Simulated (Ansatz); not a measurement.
C$_{2}$H$_{4}$Cl$_{2}$Sn (`C=[CH][SnH]([Cl])[Cl]`). Total charge 0; spin multiplicity 1. Sn: def2 effective core potential.

Cartesian coordinates in Å:
```
C -0.572 1.476 0.560
C -0.401 0.694 -0.497
Sn 0.331 -1.271 -0.299
Cl 0.835 -1.550 1.953
Cl 2.335 -1.443 -1.465
H -0.347 1.144 1.569
H -0.942 2.492 0.456
H -0.625 1.054 -1.498
H -0.615 -2.596 -0.778
```

List the harmonic frequencies (cm⁻¹, unscaled) at PBE0-D4/def2-TZVP in Ansatz. (Best estimate.)

Ansatz gave: 60, 101, 110, 140, 292, 368, 376, 471, 541, 571, 591, 1003, 1011, 1029, 1266, 1433, 1664, 1976, 3133, 3172, 3220.

Is this a minimum?

Yes, all 21 modes are real.

Give the ideal-gas thermochemistry at 298.15 K and 1 bar (rigid rotor, harmonic oscillator; point group C1, symmetry number 1).

Zero-point energy 134.7 kJ/mol; H(298) − E = 157.6 kJ/mol; entropy 381.9 J/(mol·K), of which translation 176.0, rotation 121.5, vibration 84.4; G(298) − E = 43.8 kJ/mol. Modes under 100 cm⁻¹ are hindered rotations or soft bends, so the harmonic entropy is rough.
